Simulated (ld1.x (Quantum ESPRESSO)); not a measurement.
**Ag (Z = 47): excitation energies, all-electron against TM**

silver, norm-conserving Troullier–Martins (Kleinman–Bylander form), made with ld1.x (Quantum ESPRESSO) 7.5 (PBE, scalar-relativistic). Core [Ar] 3d10 4s2, reference 4p6 4d10 5s1 5p0. Waves: 5s (bound): rc 2.65 bohr; 4p (bound): rc 0.90 bohr; 4d (bound): rc 1.90 bohr. Local part: the d channel. Core correction: Bessel-smoothed model core, default radius (core density twice the valence density).

Energies are relative to the spin-unpolarised reference configuration 4p6 4d10 5s1 5p0; without spin polarisation the order of configurations can differ from experiment. The frozen-core shift is the all-electron ΔE with the core orbitals held at their reference shape minus the fully relaxed ΔE.

(1) Give the all-electron excitation energy and the error of the potential for: 4p6 4d10 5s0 5p0; 4p6 4d9 5s0 5p0; 4p6 4d8 5s0 5p0; 4p6 4d9 5s2 5p0; 4p6 4d7 5s0 5p0; 4p6 4d9 5s1 5p0; 4p6 4d9 5s1 5p1.

Levels in the configuration 4p6 4d10 5s0 5p0:

```tsv
level	all-electron (eV)	pseudo (eV)
4p	-66.824	-66.786
4d	-15.639	-15.633
```

Note: ghost state, extra bound levels that the all-electron valence spectrum of the same l lacks: s at -96.5 eV. A true bound ghost makes a file unfit for plane-wave use.

Results:

(1)

```
valence configuration  charge  ΔE all-electron (eV)  error AE − PS (meV)  frozen-core shift (meV)
     4p6 4d10 5s0 5p0      +1                 7.757                 -8.9                     +2.2
      4p6 4d9 5s0 5p0      +2                29.871                  -16                     +4.6
      4p6 4d8 5s0 5p0      +3                66.064                  -53                      +32
      4p6 4d9 5s2 5p0       0                 4.077                  -23                     +0.9
      4p6 4d7 5s0 5p0      +4               117.780                 -112                     +110
      4p6 4d9 5s1 5p0      +1                13.152                 -6.3                     +1.8
      4p6 4d9 5s1 5p1       0                 8.572                  -53                     +1.4
```

These tests converged, but a pseudo level misses the all-electron one widely, so the file describes the atom poorly there or has found another state: 4p6 4d7 5s0 5p0: empty 5s by 6.7 eV.
